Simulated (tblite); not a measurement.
HCF2CF2OMe, C₃H₄F₄O.
Geometry (GFN2-xTB, Å), atoms numbered from 1 in this order:
```xyz
12
C3H4F4O angstrom
C     -1.9185    0.1368    0.1106
O     -0.5626    0.6080    0.0607
C      0.3770   -0.3310    0.1634
F      0.2477   -1.3120   -0.7651
F      0.3090   -0.9961    1.3591
C      1.7700    0.3332    0.0677
F      1.8864    0.9843   -1.1006
F      2.7393   -0.5936    0.1138
H     -2.5288    1.0306    0.0262
H     -2.1086   -0.3670    1.0598
H     -2.1173   -0.5395   -0.7220
H      1.9077    1.0456    0.8946
```

Level: GFN2-xTB in tblite, geometry and Hessian alike; calculated harmonic values, unscaled, isolated species. Against measured fundamentals such values can be off by several per cent, at times by over 20. One conformer, not necessarily the lowest.

Harmonic wavenumbers (cm⁻¹): 43.1, 99.4, 140.2, 165.5, 213.1, 265.2, 344.3, 392.2, 480.2, 517.3, 546.1, 693.5, 803.2, 972.8, 998.8, 1067.0, 1088.3, 1121.9, 1124.7, 1180.7, 1182.9, 1246.5, 1264.4, 1387.3, 1446.9, 1452.8, 2924.1, 2986.5, 2990.7, 3057.2.

A = 3335, B = 1597, C = 1364 MHz; mass 132.020 u (most abundant isotopes); point group C1, symmetry number 1.

Problem. Zero-point energy?

Solution. Half the sum of the wavenumbers: 16098 cm⁻¹ = 46.03 kcal/mol.

Problem. Give the ideal-gas entropy at 350 K and 1 bar in the rigid-rotor, harmonic-oscillator model (classical rotation).

Solution. Translation 41.37, rotation 28.66, vibration 26.60: S = 96.6 cal/(mol K).

Problem. And Cp and H(350 K) − H(0)?

Solution. Cp = 33.69 cal/(mol K), of which vibrations give 25.74 (their classical limit is 30 R = 59.6); H(350 K) − H(0) = 7.58 kcal/mol without the zero-point energy, 4.80 from vibrations.

Problem. Blend soft modes into free rotors: weight 1/[1 + (100 cm⁻¹/ν̃)⁴] for the oscillator and the rest for a rotor with moment μB/(μ + B), μ = h/(8π²ν), B = 10⁻⁴⁴ kg m². What vibrational entropy results?

Solution. 24.58 cal/(mol K) in place of 26.60, which changes −T·S at 350 K by +0.71 kcal/mol.

Problem. What must be added to the electronic energy to get the Gibbs energy at 350 K and 1 bar?

Solution. ZPE + [H(350 K) − H(0)] − T·S = 46.03 + 7.58 − 33.82 = 19.79 kcal/mol.

Hindered rotation and anharmonicity are outside this model. Other conformers, if any are populated, would add a mixing term that is left out. The structure is chiral; the term R ln 2 for an equal mix with its mirror image is left out.

On one thread of an Arm Neoverse V1, shared host, this took 0.25 s wall. The figure is for the frequency step alone.
